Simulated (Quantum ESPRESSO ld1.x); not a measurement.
Species: As8+. Configuration: [Ar] 3d7. Method: scalar-relativistic Kohn-Sham, LDA (Slater exchange, Perdew-Zunger correlation), spin-unpolarised, spherical densities, point nucleus; computed with ld1.x of Quantum ESPRESSO 7.5. Some entries of the table are withheld. Estimate them.

orbital  occ.  eigenvalue (hartree)  r(max) (bohr)  <r^2> (bohr^2)
1s          2              -436.383        0.02978        0.002794
2s          2              -61.0468            (1)             (2)
2p          6              -54.3842         0.1363         0.03847
3s          2                   (3)         0.5149             (4)
3p          6              -10.8425         0.5105          0.4038
3d          7              -7.39528         0.4514             (5)

Answer. 
(1) 2s r(max) (bohr): 0.1703
(2) 2s <r^2> (bohr^2): 0.04857
(3) 3s eigenvalue (hartree): -12.9345
(4) 3s <r^2> (bohr^2): 0.3861
(5) 3d <r^2> (bohr^2): 0.4195
